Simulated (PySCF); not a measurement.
Removing the step error of a finite difference

System: H$_{2}$Cl$_{3}$FGeSi, singlet, geometry from GFN2-xTB, atoms displaced at random by about 0.03 Å a coordinate. Level: B3LYP/STO-3G, gradient run with PySCF. Sums are taken with unrounded values, so a last digit can differ.

Central differences of the energy along y of atom 2 gave a gradient component of -0.034359 Eh/bohr at step 0.05 and -0.037479 Eh/bohr at step 0.2 (atomic units).

Task: Extrapolate to zero step.

Result: The leading error of a symmetric difference goes as h², so A(h) = A0 + c h². Then c = (-0.037479 - (-0.034359))/(0.2² - 0.05²) = -0.0832 (atomic units) and A0 = -0.034359 - c × 0.05² = -0.034151 Eh/bohr. The analytic value from the same program and level (with grid response) is -0.034151 Eh/bohr: the smaller step missed it by -0.000209, the extrapolation by -0.000001.
